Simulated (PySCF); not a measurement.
## KGa⁺ at UHF-CCSD(T)

Computed with UHF-CCSD(T); PySCF, no relativity, basis sets K def2-SVP, Ga def2-SVP.

```json
{
  "state": "²Σ⁺ (doublet), unpaired electrons σ ↑",
  "bond length": "3.998 Å",
  "harmonic wavenumber": "72.8 cm⁻¹",
  "force constant": "0.0777 mdyn/Å",
  "rotational constant Be": "0.04238 cm⁻¹",
  "anharmonicity ωexe": "0.278 cm⁻¹",
  "vibration–rotation constant αe": "0.000241 cm⁻¹",
  "well depth De to K⁺ + Ga": "0.49 eV",
  "dissociation energy D0": "0.48 eV"
}
```

Correlated steps freeze 14 core orbitals. Correlated levels converge slowly with the basis: in double zeta they bind strong bonds too weakly, by up to about 1 eV, and carry superposition errors of some tenths. Spin–orbit coupling is left out. For an ion De counts to the pair picked by the measured ionisation energies or electron affinities, which need not be the lowest pair at this level. The state is the lowest determinant that a PBE0 search found; another state may lie lower at other levels.
